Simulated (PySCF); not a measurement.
An element was calculated at UHF (PySCF 2.14, ECP, a double-zeta basis, no spin-orbit coupling), in the ground configurations that NIST lists.

```
electron affinity          : 0.440 eV
first ionisation energy    : 7.569 eV
second ionisation energy   : 16.862 eV
third ionisation energy    : 29.142 eV
polarisability of the atom : 52.6 bohr³
```

Q: Which element is it?

A: Platinum (Pt, Z = 78), in aug-cc-pwCVDZ-PP with ECP60MDF. NIST lists 8.959, 18.56 ± 0.12, 29 ± 1.6 eV for these ionisation energies.
